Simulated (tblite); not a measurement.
A tight-binding relaxation on `C=C[C@@](F)(CC(F)(F)F)C(=O)F`.

Computed with GFN2-xTB geometry optimisation, gas phase (tblite 0.8.0). Start geometry: from a force field or distance geometry. The command runs a driver script over a list of jobs; the input below is this job's line of settings and its coordinates in Å.

Command:
```bash
OMP_NUM_THREADS=1 python probes_run.py task.json out
```

Input:
```
{"job": {"kind": "relax", "xc": "GFN2-xTB", "basis": "xTB"}, "charge": 0, "multiplicity": 1}
C      2.004900     0.942400    -0.884600
C      0.938000     0.135100    -0.872400
C      0.304200    -0.110700     0.459300
F      0.466600     1.059400     1.180000
C     -1.141900    -0.497900     0.386400
C     -2.052200     0.507500    -0.283200
F     -2.056000     1.726300     0.355900
F     -1.709100     0.674200    -1.614800
F     -3.345900     0.024600    -0.215400
C      1.066700    -1.185300     1.137900
O      1.624400    -1.013700     2.211300
F      1.126900    -2.392200     0.482400
H      2.385500     1.432500     0.015300
H      2.528200     1.166000    -1.821800
H      0.577600    -0.327600    -1.780100
H     -1.515700    -0.693500     1.431100
H     -1.209200    -1.435100    -0.197300
```

Output:
```
step      E/eV     max force
  0   -1172.16910    4.318
  1   -1172.29344    6.925
  2   -1172.53337    0.944
  3   -1172.57037    0.593
  4   -1172.60564    0.417
  5   -1172.61964    0.317
  6   -1172.63759    0.284
  7   -1172.64476    0.253
  8   -1172.65027    0.184
  9   -1172.65358    0.158
... (97 lines left out)
107   -1172.72492    0.037
108   -1172.72519    0.030
109   -1172.72533    0.032
110   -1172.72544    0.031
111   -1172.72551    0.014
112   -1172.72558    0.012
113   -1172.72562    0.014
114   -1172.72565    0.014
115   -1172.72567    0.011
116   -1172.72568    0.007
```

«max force» is the largest atomic force in eV/Å.

Task: From which step on does the largest force stay under 0.1 eV/Å, and how much energy is left to gain from there?

Result: From step 68 (0.069 eV/Å), 5.7 meV above the end.

In short: energy lowered by 12.8 kcal/mol over 116 steps; largest atomic force 0.007 eV/Å at the end.

Task: Give the final coordinates.

Result: 0.421 Å rms from the input after alignment:
```
atom  x, y, z in Å
C1     1.6816    1.2385   -0.9509
C2     1.0349    0.1127   -0.7221
C3     0.3672   -0.2076    0.5983
F4     0.5306    0.8240    1.4935
C5    -1.1382   -0.4972    0.4587
C6    -1.8551    0.5338   -0.4030
F7    -1.5808    1.7939   -0.0685
F8    -1.5609    0.4045   -1.7052
F9    -3.1837    0.3831   -0.3018
C10    1.0976   -1.4098    1.1817
O11    1.8306   -1.4694    2.0942
F12    0.8325   -2.5178    0.4319
H13    1.7688    2.0044   -0.1992
H14    2.1336    1.4331   -1.9069
H15    0.9325   -0.6645   -1.4650
H16   -1.5966   -0.4740    1.4508
H17   -1.3015   -1.4756    0.0035
```

On Arm Neoverse V1, one thread (shared host), this took 0.91 s.
Labels such as C1 count atoms from 1, the log's own numbers from 0.
